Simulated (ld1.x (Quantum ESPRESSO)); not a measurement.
u(r) = r·R(r): atom against pseudo-atom (nitrogen (N))

Columns: radius, all-electron u(r) and pseudo u(r) of the 2s shell (level -18.42 eV) of nitrogen in the configuration [He] 2s2 2p3; LDA (PZ), scalar-relativistic, TM scheme, ld1.x (Quantum ESPRESSO) 7.5.

```csv
r (bohr),all-electron,pseudo
0.075,0.3507,-0.0555
0.150,0.3721,-0.1138
0.225,0.2421,-0.1776
0.300,0.0537,-0.2497
0.375,-0.1447,-0.3321
0.450,-0.3288,-0.4253
0.525,-0.4875,-0.5261
0.600,-0.6171,-0.6275
0.675,-0.7180,-0.7193
0.750,-0.7922,-0.7922
0.825,-0.8430,-0.8430
0.900,-0.8738,-0.8738
0.975,-0.8880,-0.8880
1.050,-0.8886,-0.8886
1.125,-0.8786,-0.8786
1.200,-0.8602,-0.8602
1.275,-0.8355,-0.8355
1.350,-0.8062,-0.8062
1.425,-0.7735,-0.7735
1.500,-0.7387,-0.7387
1.575,-0.7027,-0.7027
1.650,-0.6661,-0.6661
1.725,-0.6296,-0.6296
1.800,-0.5935,-0.5935
1.875,-0.5582,-0.5582
1.950,-0.5239,-0.5239
```

How many radial nodes do the two functions have?

The all-electron 2s function has n − l − 1 = 1; the pseudo-wave has 0, since the states of the same l below it are removed with the core.

At about which radius was the pseudo-wave matched?

0.80 bohr, where the columns begin to agree (steps of 0.07 bohr).

Is the pseudo-wave norm-conserving?

Yes: the TM scheme keeps the norm inside the radius equal to the all-electron one, which fixes the energy derivative of the logarithmic derivative at the level.
